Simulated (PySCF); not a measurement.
## Core-level binding energies of (FSi)4S6 adamantane

Compound: (FSi)4S6 adamantane, F4S6Si4.
Cartesian coordinates in Å at the PBE0-D3(BJ)/def2-SVP level; atoms count from 1:
```
atom  x, y, z in Å
Si1   -1.508   -1.036   -0.832
F2    -2.710   -1.868   -1.501
S3    -0.790    0.245   -2.376
Si4    0.784    1.253   -1.353
F5     1.417    2.255   -2.437
S6     0.091    2.506    0.225
Si7   -0.699    1.049    1.564
F8    -1.253    1.891    2.815
S9    -2.396    0.015    0.793
S10    0.783   -0.244    2.383
Si11   1.416   -1.277    0.632
F12    2.551   -2.295    1.138
S13   -0.098   -2.511   -0.219
S14    2.392   -0.026   -0.789
```

Method: PySCF, delta-SCF UKS SCAN, pcX-2 on the ionised atom, pcseg-1 elsewhere, spin-free X2C. These are vertical core ionisation energies against the vacuum level, from separate self-consistent calculations with and without the core hole.

Question: List the computed XPS lines with their assignment.

Answer: 
| atom(s) | bonded to | level | binding energy (eV) | 2p1/2 (eV) | count |
| --- | --- | --- | --- | --- | --- |
| Si1/Si4/Si7/Si11 | F and 3 S | Si 2p3/2 | 109.78 | 110.40 | 4 |
| F2/F5/F8/F12 | Si | F 1s | 693.31 | – | 4 |
| Si1/Si4/Si7/Si11 | F and 3 S | Si 1s | 1849.89 | – | 4 |
| S3 (×6) | 2 Si | S 1s | 2477.63 | – | 6 |

Question: Which photon energy gives electrons from F 1s of F2 (atom 2)/F5/F8/F12 a kinetic energy of 150 eV, and what is their de Broglie wavelength?

Answer: hν = 693.31 + 150 = 843.31 eV, recoil neglected; λ = 12.264 Å/√(E/eV) = 1.00 Å.

Question: Which effective nuclear charge Zeff reproduces each element's mean 1s value in the hydrogen-like formula E = 13.606 eV × Zeff²?

Answer: F (Z = 9): mean 693.3 eV, Zeff = 7.14, Z − Zeff = 1.86; Si (Z = 14): mean 1849.9 eV, Zeff = 11.66, Z − Zeff = 2.34; S (Z = 16): mean 2477.6 eV, Zeff = 13.49, Z − Zeff = 2.51. Means run over the listed sites, weighted by atom count.

Atoms equivalent by their bonding share one computed value, that of the first of them. Not every level is listed. The 2p values add to the ΔSCF energy of one spin-free hole a correction within the shell (spin–orbit coupling, ligand field). 2p1/2 minus 2p3/2 (ligand field included): Si 0.63 eV. Isolated species at its PBE0-D3(BJ)/def2-SVP geometry (one conformer only).

On Intel Xeon 6975P-C, 2 threads, no GPU, shared host, this took 40 s wall, 98 s CPU and 1.5 GiB of memory at its peak.
